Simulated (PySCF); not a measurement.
Species, as SMILES: F[Si]F (closed-shell singlet).
Geometry (B3LYP-D3(BJ)/def2-TZVP, fixed):
```xyz
3

Si     0.0153     0.0127     0.5768
F      1.0240    -0.6902    -0.4611
F     -1.0478     0.6704    -0.4362
```
Charge 0, spin multiplicity 1.

How fast the isotropic shielding of Si1 converges with the basis for several methods (PySCF): deviation from each method's own reference, in ppm. References: HF 390.44 ppm, the value in pcSseg-3; PBE 320.79 ppm, the value in pcSseg-3; PBE0 338.93 ppm, the value in pcSseg-3. All functions are spherical. No added dispersion term, no relativity. GIAO; atoms are numbered in the order shown.

```csv
basis,functions,HF,PBE,PBE0
STO-3G,19,[?],-90.76,-120.24
pcseg-0,31,[?],-52.07,-55.85
6-31G,31,[?],14.85,10.77
def2-SV(P),46,[?],46.96,44.88
cc-pV(D+d)Z,51,[?],49.28,47.16
6-311G**,62,[?],-12.37,-13.34
pcseg-2,94,[?],-1.37,-1.35
cc-pV(T+d)Z,99,[?],5.95,7.32
def2-TZVPPD,128,[?],-5.31,-5.24
cc-pCVTZ,145,[?],1.35,1.32
aug-cc-pV(T+d)Z,147,[?],11.04,10.82
aug-cc-pV(Q+d)Z,249,[?],28.69,31.01
```

Task: What belongs in the gaps?

Result: 
- STO-3G, HF: -156.46
- pcseg-0, HF: -41.66
- 6-31G, HF: 22.71
- def2-SV(P), HF: 48.62
- cc-pV(D+d)Z, HF: 49.51
- 6-311G**, HF: -12.74
- pcseg-2, HF: 3.06
- cc-pV(T+d)Z, HF: 9.53
- def2-TZVPPD, HF: -4.71
- cc-pCVTZ, HF: 1.03
- aug-cc-pV(T+d)Z, HF: 9.62
- aug-cc-pV(Q+d)Z, HF: 41.31

Mean absolute deviation over 6-311G**, pcseg-2, cc-pV(T+d)Z, def2-TZVPPD, cc-pCVTZ, aug-cc-pV(T+d)Z: PBE 6.23, PBE0 6.56, HF 6.78 ppm.
